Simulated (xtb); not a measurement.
C$_{4}$H$_{12}$O$_{3}$Si (SMILES CO[Si](C)(OC)OC), singlet, geometry from GFN2-xTB. Base run: GFN2-xTB run with xtb.

Geometry (Å):
```xyz
20

C     -2.3512    -1.2767    -0.3464
O     -1.4991    -0.1715    -0.4640
Si     0.0003     0.0035     0.1367
C      0.0048     0.0521     2.0464
O      0.6097     1.3646    -0.5081
C      0.0766     2.6585    -0.4523
O      0.8861    -1.2291    -0.4427
C      2.2719    -1.4111    -0.3538
H     -1.8364    -2.1930    -0.6380
H     -2.7048    -1.3802     0.6822
H     -3.2027    -1.1095    -1.0069
H     -0.7229     0.7622     2.4302
H      0.9763     0.3431     2.4369
H     -0.2362    -0.9184     2.4718
H     -0.9687     2.6584    -0.7636
H      0.6594     3.2856    -1.1278
H      0.1447     3.0576     0.5625
H      2.8002    -0.5187    -0.6915
H      2.5360    -2.2557    -0.9911
H      2.5646    -1.6285     0.6762
```
Charge 0, spin multiplicity 1.
All else is at xtb's defaults.
Base energy -28.72704 Eh.

Each row names what was changed in the base input (with any setting that the change needs).

```tsv
change	ΔE vs base (kcal/mol)	HOMO-LUMO gap (eV)	dipole (D)	SCF cycles
base	0.000	8.17	1.49	11
acc = 30	0.000	8.17	1.49	9
etemp = 5000	-0.006	8.17	1.49	11
acc = 1000	0.001	8.17	1.49	7
gbsa = toluene	-7.57	8.14	1.64	12
etemp = 1000	0.000	8.17	1.49	11
```

ALPB and GBSA are two models with their own fitted parameters for each solvent, which aren't always the measured dielectric constant.
